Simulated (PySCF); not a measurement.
BH5P2. Atoms are numbered in the order given.

```xyz
8

B      0.0809     0.7239     0.0000
H      0.0362     1.9137     0.0000
P     -0.1120    -0.1400    -1.6608
H      0.7662     0.6244    -2.4582
H      0.6934    -1.2903    -1.5124
P     -0.1120    -0.1400     1.6608
H      0.6934    -1.2903     1.5124
H      0.7662     0.6244     2.4582
```
Charge 0, spin multiplicity 1.

Geometry optimised at B3LYP-D3(BJ)/def2-TZVP. Other conformers were not sampled.

These are PySCF with HF/def2-TZVPD values and carry that method's errors.

ESP charges are fitted to the potential on shells at 1.4 to 2.0 van der Waals radii. Atomic charges (e):

```csv
atom,ESP fit,IAO
B1,0.14,[?]
H2,0.00,[?]
P3,-0.23,[?]
H4,0.07,[?]
H5,0.09,[?]
P6,-0.23,[?]
H7,0.09,[?]
H8,0.07,[?]
```

**Question.** Complete the blanks. (The exact figures need the calculation; the answer reports its results.)

**Answer.** 
- B1, IAO: -0.22
- H2, IAO: 0.01
- P3, IAO: 0.20
- H4, IAO: -0.04
- H5, IAO: -0.05
- P6, IAO: 0.20
- H7, IAO: -0.05
- H8, IAO: -0.04
